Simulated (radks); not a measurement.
Removal energies from the arsenic ion As+, [Ar] 3d10 4s2 4p2, by Delta-SCF beside the eigenvalue of the level emptied. Method: scalar-relativistic Kohn-Sham, LDA (Slater exchange, Perdew-Wang correlation), spin-polarised, spherical densities, finite nucleus; Fermi nuclear charge, rms radius of each element as measured or else 0.836 A^(1/3) + 0.57 fm; computed with a radial shooting solver on a logarithmic mesh with Libxc functionals. Open shells are filled with parallel spins first.

removed from	final configuration	Delta-SCF (eV)	-eigenvalue (eV)
4p	[Ar] 3d10 4s2 4p1	18.692	14.150
4s	[Ar] 3d10 4s1 4p2	27.531	22.625
3d	[Ar] 3d9 4s2 4p2	61.413	50.421
3p	[Ne] 3s2 3p5 3d10 4s2 4p2	154.51	143.01
